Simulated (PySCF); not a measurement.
Computed Raman spectrum (relative Raman activity) of a molecule C2H6ClFSi. Geometry optimised at PBE0-D3(BJ)/def2-SVP. One conformer was computed; it need not be the lowest. All values below come from PBE0-D3(BJ)/def2-SVP run with PySCF. Frequencies are harmonic and unscaled.

Lines under 2 % of the strongest are left out, and lines within 2 cm⁻¹ are merged.

```json
[
 {"ν (cm⁻¹)": "540", "relative intensity": "6.0"},
 {"ν (cm⁻¹)": "658", "relative intensity": "7.5"},
 {"ν (cm⁻¹)": "820", "relative intensity": "4.7"},
 {"ν (cm⁻¹)": "828", "relative intensity": "6.3"},
 {"ν (cm⁻¹)": "985", "relative intensity": "2.4"},
 {"ν (cm⁻¹)": "1066", "relative intensity": "3.2"},
 {"ν (cm⁻¹)": "1244", "relative intensity": "2.1"},
 {"ν (cm⁻¹)": "1420", "relative intensity": "7.0"},
 {"ν (cm⁻¹)": "1475", "relative intensity": "11"},
 {"ν (cm⁻¹)": "1478", "relative intensity": "7.8"},
 {"ν (cm⁻¹)": "2288", "relative intensity": "100"},
 {"ν (cm⁻¹)": "3053", "relative intensity": "72"},
 {"ν (cm⁻¹)": "3060", "relative intensity": "89"},
 {"ν (cm⁻¹)": "3109", "relative intensity": "64"},
 {"ν (cm⁻¹)": "3155", "relative intensity": "61"},
 {"ν (cm⁻¹)": "3158", "relative intensity": "21"}
]
```

Identify the compound among the candidates.
(A) CC[SiH](F)Cl
(B) C[Si](C)(F)Cl
(C) C[Si@H](Cl)CF
(D) F[C@H]([SiH3])CCl

A, CC[SiH](F)Cl
